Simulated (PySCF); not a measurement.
Delta-SCF ions had no search for a lower state. 

Cartesian coordinates (Å):
SMILES: C(/O)=C\C
```xyz
10

C     -1.4801    -0.0743    -0.0514
C     -0.1156     0.4843     0.2044
C      1.0068    -0.1706    -0.0590
O      2.2439     0.3681     0.1866
H     -2.0458     0.5530    -0.7467
H     -1.4266    -1.0781    -0.4776
H     -2.0675    -0.1343     0.8696
H     -0.0417     1.4804     0.6290
H      1.0008    -1.1703    -0.4843
H      2.9258    -0.2582    -0.0706
```
Charge 0, spin multiplicity 1.

Q: What is the computed LUMO, vertical ionisation energy (Delta-SCF) and HOMO–LUMO gap (PBE-D3(BJ)/def2-TZVP // B3LYP-D3(BJ)/def2-TZVP in PySCF)?

A: 
```
Quantity                                 Result
--------------------------------------  -------
LUMO                                    0.02 eV
vertical ionisation energy (Delta-SCF)  8.50 eV
HOMO–LUMO gap                           5.13 eV
```
